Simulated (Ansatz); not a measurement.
Input for Ansatz (development build ahead of 0.2.0):

```yaml
crystal:
  periodic: [false, false, false]
  atoms:
    - { symbol: B, position_ang: [0.0, 0.0, 0.0] }
    - { symbol: F, position_ang: [1.20554, 0.0, 0.0] }
    - { symbol: F, position_ang: [-0.60277, 1.04403, 0.0] }
    - { symbol: F, position_ang: [-0.60277, -1.04403, 0.0] }
basis:
  gaussian: { orbitals: STO-3G }
hamiltonian:
  xc: hf
```

The input is written out in the form of the current development build from the run's settings.

Results

```yaml
Converged: yes
Total_energy: -318.61300 hartree
Spin_squared_of_the_determinant: 0.000
```

Caution: no unrestricted run beside it, a lower state can exist.
